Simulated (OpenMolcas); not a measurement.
## Ionisation energies of cobalt

* Program: OpenMolcas 26.06
* Basis: ANO-RCC-VTZP [6s5p3d2f1g]
* Scalar Hamiltonian: DKH2, point nucleus
* Spin-orbit coupling: state interaction with AMFI integrals over the reference wave functions, term energies averaged over their components

Active shells in each charge state: the valence d shell, with orbitals averaged over the low states. Where CASPT2's correlated closed shells are named, they are those of the first ion.

A. CASSCF
B. SS-CASPT2, IPEA 0.25 Eh, imaginary shift 0.1 Eh (closed shells correlated: 3s 3p)
C. SS-CASPT2, IPEA 0.25 Eh, imaginary shift 0.1 Eh (closed shells correlated: none)
D. SS-CASPT2, IPEA 0 Eh, imaginary shift 0.1 Eh (closed shells correlated: 3s 3p)
E. SS-CASPT2, IPEA 0.25 Eh, imaginary shift 0.1 Eh (closed shells correlated: 2s 2p 3s 3p)

Energies in eV between the lowest computed levels, named as in B; reference values from the NIST Atomic Spectra Database with their kind.

```csv
From,To,A,B,C,D,E,Spin-orbit share in B,Reference
Co2+ 3d7 4F 9/2,Co3+ 3d6 5D4,31.674,34.104,33.692,34.129,34.111,+0.024,33.500 (semi-empirical)
Co3+ 3d6 5D4,Co4+ 3d5 6S 5/2,49.193,51.144,50.777,51.148,51.152,+0.078,51.270 (semi-empirical)
Co4+ 3d5 6S 5/2,Co5+ 3d4 5D0,78.376,79.255,79.114,79.311,79.262,-0.144,79.500 (semi-empirical)
Co5+ 3d4 5D0,Co6+ 3d3 4F 3/2,102.010,102.675,102.518,102.709,102.684,-0.061,102.000 (semi-empirical)
Co6+ 3d3 4F 3/2,Co7+ 3d2 3F2,129.408,129.822,129.676,129.857,129.827,-0.009,128.900 (semi-empirical)
Co7+ 3d2 3F2,Co8+ 3d 2D 3/2,158.336,158.643,158.430,158.686,158.644,+0.049,157.800 (semi-empirical)
```

The lowest level within the active space need not be the ion's true ground level.
